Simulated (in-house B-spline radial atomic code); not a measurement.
A run on Eu (an excited or competing configuration) that did not converge. Method: scalar-relativistic (X2C) CAM-B3LYP, spin-polarised, spherical fractional occupations, Fermi nucleus of rms radius 5.1115 fm; computed with a B-spline radial code for spherical atoms.

Command:
```bash
python run_scf.py task.json out
```
Settings (nuclear radius in fm, mass in u):
```
Z                63
configuration    [Kr] 4d9 4f8 5s2 5p6 6s2
hamiltonian      x2c
method           camb3lyp
spin_polarised   True
nucleus          fermi
rms_radius       5.1115
atomic_mass      152.92124
speed_of_light   137.035999084
```

First and last ten iterations of the last attempt (damped for 15 steps, keeping 80 % of the old Fock matrix, then DIIS):
```
 iter        energy (Eh)    residual
    1      -10801.565055    6.93e-01
    2      -10807.444766    1.07e+00
    3      -10822.980089    7.17e-01
    4      -10831.310871    4.35e-01
    5      -10835.519375    2.75e-01
    6      -10837.515568    1.87e-01
    7      -10838.409817    1.23e-01
    8      -10838.797171    8.04e-02
    9      -10838.967118    5.47e-02
   10      -10839.046937    3.96e-02
  111      -10838.971632    4.14e-02
  112      -10838.970118    4.17e-02
  113      -10838.972111    4.15e-02
  114      -10838.973640    4.12e-02
  115      -10838.972652    4.14e-02
  116      -10838.972648    4.14e-02
  117      -10838.971790    4.16e-02
  118      -10839.112755    2.13e-02
  119      -10839.110400    2.20e-02
  120      -10838.977058    4.07e-02
 not converged after 120 iterations
```

The smallest residual met was 1.7e-02; the threshold is about 6e-07. No energy from this run should be used. Cost of the run: 48 s on 1 thread of Arm Neoverse V2, with other jobs on the host.
